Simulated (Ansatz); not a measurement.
Species: C2H10OSi2 (charge 0, singlet). 
Structure (B3LYP-D3(BJ)/def2-TZVP (Ansatz, an electronic-structure program) minimum search):
SMILES: O([SiH](C)C)[SiH3]
```xyz
15

Si    -0.8654    -0.2026    -0.5782
C     -1.3404     1.5980    -0.7198
C     -1.7707    -1.0293     0.8305
O      0.7602    -0.3304    -0.3432
Si     2.0513     0.0196     0.5906
H     -1.1634    -0.9042    -1.8499
H     -2.4085     1.7019    -0.9258
H     -0.7935     2.0865    -1.5287
H     -1.1246     2.1364     0.2063
H     -1.4758    -2.0761     0.9269
H     -1.5607    -0.5311     1.7801
H     -2.8509    -0.9981     0.6683
H      3.2606    -0.5616    -0.0315
H      1.8782    -0.5489     1.9497
H      2.2207     1.4881     0.7125
```

Total electronic energies in hartree. Cores are frozen in the correlated levels unless marked. Spin-orbit coupling is left out. No relativistic terms. CBS(X,Y): correlation extrapolated as X^-3; Hartree-Fock from the larger set.

```
level                                        program  energy (Eh)
------------------------------------  --------------  -----------
PBE-D4/def2-TZVPD                     Ansatz + dftd4   -736.12661
BLYP/def2-TZVPD                               Ansatz   -736.54789
PBE0/STO-3G                                   Ansatz   -727.39539
B2PLYP-D3(BJ)/def2-TZVPD              Ansatz + dftd3   -736.26405
MP2/STO-3G                                    Ansatz   -725.97758
MP2/cc-pV(T+d)Z                               Ansatz   -735.34576
RI-MP2/aug-cc-pV(T+d)Z                        Ansatz   -735.36475
RI-MP2/CBS(cc-pV(T+d)Z,cc-pV(Q+d)Z)           Ansatz    -735.4684
CCSD(T)/CBS(cc-pV(T+d)Z,cc-pV(Q+d)Z)          Ansatz    -735.5527
```

Totals of different functionals don't rank their quality; only differences between species are comparable.
